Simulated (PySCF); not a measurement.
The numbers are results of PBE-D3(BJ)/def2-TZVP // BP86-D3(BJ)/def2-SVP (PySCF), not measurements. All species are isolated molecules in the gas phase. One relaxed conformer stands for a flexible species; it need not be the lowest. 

Reference species: [Hf(Cl)4] (neutral, multiplicity 1).

| Property | Value |
|---|---|
| coordination number | 4 |
| HOMO | -8.32 eV |

Changed species: [Hf(Cl)2(OH)2] (2 of 4 Cl replaced by OH; the reference has 0 of 4 Cl replaced by OH).

Q: What does the change do to the coordination number and HOMO?

A: the coordination number hardly moves; the HOMO rises by 0.80 eV, to -7.52 eV.
